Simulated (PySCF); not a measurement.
RhBr₃, singlet: data card

Method: PBE in PySCF with Rh def2-SVP with ECP28, Br def2-SVP; scalar-relativistic core potentials, no spin–orbit coupling; density-fitted integrals.

The structure is a minimum.

```json
{"Point group": "C3v", "Bond lengths": "Rh–Br 2.325 Å (×3)", "Bond angles": "Br–Rh–Br 107.7° (×3)", "Enthalpy at 298.15 K above 0 K": "19.88 kJ/mol", "Principal polarisabilities": "64.3, 111.4, 111.4 bohr³", "Principal quadrupole moments (Buckingham, traceless) about the centre of mass": "-1.66, 0.83, 0.83 D Å", "Lowest empty level": "-5.42 eV", "Rotational constants": "0.02777, 0.02777, 0.01515 cm⁻¹", "Zero-point energy": "6.1 kJ/mol", "Rotational symmetry number": "3", "Dipole moment": "0.71 D", "Highest occupied level": "-6.20 eV", "Entropy at 298.15 K and 1 bar": "380.7 J/(mol K)", "Heat capacity Cp at 298.15 K": "79.4 J/(mol K)", "Atomisation energy without zero-point energy": "866 kJ/mol"}
```

Harmonic modes (masses in u: Rh 102.906, Br 78.918):
```
symmetry  ω (cm⁻¹)  IR (km/mol, summed over degenerate members)     type
       e        52                                          0.3     bend
      a1        60                                          1.0     bend
      a1       253                                          2.7  stretch
       e       301                                         29.1  stretch
```

In C3v the vibrations span 2e + 2a1.

Charges (e):
```json
{"atom": "Rh1", "Mulliken": "0.04", "Löwdin": "-0.91", "polar tensor": "0.79", "Mayer order to Rh1": "–"}
{"atom": "Br2,3,4", "Mulliken": "-0.01", "Löwdin": "0.30", "polar tensor": "-0.26", "Mayer order to Rh1": "1.26"}
```

Mulliken populations on Rh1 (electrons outside its core potential): s 2.47, p 6.50, d 7.98, f 0.00.

Formally Rh is in oxidation state +3, d6, with 0 unpaired electrons (the high-spin count would be 4). The polar-tensor charge on Rh, 0.79, is far below the formal one.

Only a few start shapes were tried, so a lower isomer may exist.

The final relaxation and frequency run took of the order of 2.6 core-minutes on a shared host.
